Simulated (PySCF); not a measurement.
**Distorted geometries of Au2O(H2O)2**

Au2O(H2O)2 (singlet). PySCF 2.14.0, RKS TPSS, Au def2-SVP with ECP60, O def2-SVP, H def2-SVP; non-relativistic Hamiltonian with scalar-relativistic core potentials where named; density fitting; no spin-orbit coupling. Relaxed geometry:

```xyz
9

Au    0.0000   -0.0706    1.9131
Au    0.0000    0.0706   -1.9131
O     0.0000    0.0000    0.0000
O     0.0000   -0.1781    4.0577
H     0.7766    0.3142    4.3886
H    -0.7766    0.3142    4.3886
O     0.0000    0.1781   -4.0577
H     0.7766   -0.3142   -4.3886
H    -0.7766   -0.3142   -4.3886
```

Question: Order these distorted geometries by energy above the relaxed one, lowest first.
A.
```xyz
9

Au   -0.0385   -0.0511    1.9215
Au    0.0930   -0.0095   -1.9421
O     0.0085   -0.0240   -0.0355
O    -0.0537   -0.1513    4.1012
H     0.6807    0.3577    4.2413
H    -0.7338    0.2743    4.5571
O     0.0294    0.2019   -4.1081
H     0.8021   -0.3223   -4.4040
H    -0.7878   -0.2759   -4.3316
```
B.
```xyz
9

Au    0.1657    0.1368    1.9315
Au   -0.3304    0.1599   -2.1627
O    -0.2636   -0.0726   -0.0353
O     0.0056   -0.0272    3.8560
H     1.1282    0.2432    4.7057
H    -0.7418    0.0204    4.2245
O     0.1311    0.3085   -3.9899
H     0.6616   -0.3900   -4.3441
H    -0.7564   -0.3790   -4.1858
```
C.
```xyz
9

Au   -0.0251   -0.3001    1.9610
Au   -0.1726    0.2708   -1.7734
O    -0.2061    0.1662   -0.0211
O     0.2771   -0.2511    3.9655
H     0.9382    0.3026    4.5704
H    -0.9829    0.4280    4.5618
O     0.0339    0.2946   -4.1843
H     1.0948   -0.4520   -4.5166
H    -0.9572   -0.4591   -4.5633
```

Answer: A (0.34 eV), B (4.79 eV), C (5.92 eV).

Question: Which forces (eV/Å) act in the one that lies 4.79 eV up?

Answer: 
```
Au  -1.30  0.05 -3.76
Au   0.17 -0.13  7.65
O    0.25 -0.13 -0.94
O   13.71 -0.43 -2.10
H   -3.37 -0.65 -1.57
H   -9.84  1.06  5.69
O   -3.61 -1.43 -5.00
H    2.41 -0.96 -0.44
H    1.59  2.62  0.48
```
Forces carry noise of the integration grid, about 0.01 to 0.03 eV/Å.

No frequency check is given that shows the relaxed geometry to be a minimum.
